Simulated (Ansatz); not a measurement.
`[SiH3][N]1[CH2][AlH]1` and `B[N]1[CH2][AlH]1` differ in one atom or group.

Ansatz, PBE0-D4/def2-TZVP geometries, multiplicity 1. 

```csv
property,`[SiH3][N]1[CH2][AlH]1`
HOMO–LUMO gap (PBE0/def2-TZVPP) / eV,5.73
HOMO energy (PBE/def2-TZVPP) / eV,-5.63
HOMO–LUMO gap (PBE/def2-TZVPP) / eV,3.77
HOMO energy (ωB97M-V/def2-TZVPP) / eV,-9.09
HOMO–LUMO gap (ωB97M-V/def2-TZVPP) / eV,9.55
LUMO energy (B3LYP/def2-TZVPP) / eV,-1.31
```

(1) What does the change do to each property? (Best estimate.)

## Answers

(1) Computed: 
```json
{"property": "HOMO–LUMO gap (PBE0/def2-TZVPP) / eV", "`B[N]1[CH2][AlH]1`": "5.66", "shift": "-0.07"}
{"property": "HOMO energy (PBE/def2-TZVPP) / eV", "`B[N]1[CH2][AlH]1`": "-5.98", "shift": "-0.35"}
{"property": "HOMO–LUMO gap (PBE/def2-TZVPP) / eV", "`B[N]1[CH2][AlH]1`": "3.69", "shift": "-0.08"}
{"property": "HOMO energy (ωB97M-V/def2-TZVPP) / eV", "`B[N]1[CH2][AlH]1`": "-9.36", "shift": "-0.27"}
{"property": "HOMO–LUMO gap (ωB97M-V/def2-TZVPP) / eV", "`B[N]1[CH2][AlH]1`": "9.49", "shift": "-0.06"}
{"property": "LUMO energy (B3LYP/def2-TZVPP) / eV", "`B[N]1[CH2][AlH]1`": "-1.70", "shift": "-0.39"}
```

With PBE0 the HOMO falls by 0.31 eV and the LUMO falls by 0.38 eV, so the gap narrows by about 0.07 eV. PBE moves the HOMO by -0.35 eV and ωB97M-V by -0.27 eV. The zero-point energy changes by -10.3 kJ/mol with -3 modes.

B3LYP here is the variant with VWN-RPA as its local correlation; programs differ in this.
